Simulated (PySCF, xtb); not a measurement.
Zn(F)(GeH3) (FGeH3Zn), SMILES [F][Zn][GeH3].

Harmonic wavenumbers (cm⁻¹) from GFN2-xTB run with xtb at its own minimum, in rising order: 19, 62, 227, 403, 412, 429, 807, 873, 886, 1985, 2051, 2087.

**Question.** What does PBE-D3(BJ)/def2-SVP run with PySCF give at its own minimum? (Estimate from the structure and the level; the computed values follow.)

**Answer.** 102, 102, 240, 414, 414, 669, 762, 855, 855, 2066, 2080, 2080. Paired by order, the mean absolute difference is 50 cm⁻¹ and the zero-point energies are 14.6 and 15.2 kcal/mol.
